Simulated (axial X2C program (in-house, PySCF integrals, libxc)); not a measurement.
# Potential curves of CaSi⁺, two-component

All values were computed with an in-house relativistic program for diatomic molecules. Two-component (2c) means X2C with spin–orbit coupling and atomic mean-field two-electron Coulomb and Gaunt terms. Basis: Ca dyall-cv3z [11s12p6d4f], Si dyall-v3z [8s7p2d1f] (cores contracted in-house); Gaussian nuclei, density fitting, unrestricted open shells. Masses: Ca 39.963 u, Si 27.977 u.

State: Ω = 3/2 (⟨Sz⟩ = 1.50, ⟨Lz⟩ = 0.00 at r2SCAN0). Energies in eV from the fragments at the same level (Ca+ + Si). Fits are polynomials in 1 − R0/R over 0.85 to 1.23 times the lowest point R0.

```json
{"R (Å)": "2.3090", "r2SCAN0": "-1.1972", "CCSD(T)": "", "PBE0": "-1.1809"}
{"R (Å)": "2.4151", "r2SCAN0": "-1.5232", "CCSD(T)": "-0.9768", "PBE0": "-1.4994"}
{"R (Å)": "2.4948", "r2SCAN0": "-1.6658", "CCSD(T)": "-1.1407", "PBE0": "-1.6383"}
{"R (Å)": "2.5744", "r2SCAN0": "-1.7394", "CCSD(T)": "-1.2331", "PBE0": "-1.7100"}
{"R (Å)": "2.6540", "r2SCAN0": "-1.7586", "CCSD(T)": "-1.2692", "PBE0": "-1.7288"}
{"R (Å)": "2.7469", "r2SCAN0": "-1.7278", "CCSD(T)": "-1.2565", "PBE0": "-1.6995"}
{"R (Å)": "2.8398", "r2SCAN0": "-1.6544", "CCSD(T)": "-1.2002", "PBE0": "-1.6293"}
{"R (Å)": "2.9592", "r2SCAN0": "-1.5169", "CCSD(T)": "", "PBE0": "-1.4980"}
{"R (Å)": "3.1052", "r2SCAN0": "-1.3103", "CCSD(T)": "", "PBE0": "-1.3011"}
{"R (Å)": "3.3175", "r2SCAN0": "-0.9858", "CCSD(T)": "", "PBE0": "-0.9913"}
```

Correlated methods: 13 electrons correlated (number of frozen shells: Ca 2 s, 1 p; Si 2 s, 1 p), 223 virtual spin orbitals or spinors in MP2, 90 natural virtuals in coupled cluster.

The state is a single determinant with fixed occupations, the lowest that a limited PBE0 search found. De is counted from the lowest determinant-based energies of the atoms at the same level, without counterpoise correction. Density functionals use the spin component along the axis (collinear). Coupled cluster ran in a truncated set of natural virtual spinors; the MP2 energy of the rest was added. (T) has no such correction and the atoms are truncated less, which lowers De at CCSD(T) by a hundredth of an eV or more. In 2c an atomic determinant is not the ground J level, so De misses part of the atomic spin–orbit lowering. This holds for r2SCAN0, CCSD(T), PBE0. PBE0 can misorder states that lie within some tenths of an eV, so this need not be the ground state of the molecule. The nearest other 2c determinant of the search, Ω = 1/2, lies 0.52 eV up at the distance of the search. The functionals have no current-density term, which raises determinants with orbital currents, atoms included. With several unpaired electrons one determinant need not be a pure state. This is the top spin component of a Σ state; components of lower Ω are not single determinants and can lie lower. Coupled cluster ran on the points near the minimum only. MP2 and coupled cluster on one determinant become unreliable at the stretched end.

Task: What are Re, ωe and De at the r2SCAN0 level?

Result: At r2SCAN0, 2c: Re = 2.647 Å, ωe ≈ 337 cm⁻¹, De = 1.76 eV to Ca+ + Si; Be follows as 0.146 cm⁻¹.

Task: What are Re, ωe and De at the CCSD(T) level?

Result: At CCSD(T), 2c: Re = 2.677 Å, ωe ≈ 325 cm⁻¹, De = 1.27 eV to Ca+ + Si; Be follows as 0.143 cm⁻¹.

Task: Fit the PBE0 curve near its minimum: give the equilibrium distance, the harmonic wavenumber and the well depth.

Result: At PBE0, 2c: Re = 2.647 Å, ωe ≈ 330 cm⁻¹, De = 1.73 eV to Ca+ + Si; Be follows as 0.146 cm⁻¹.
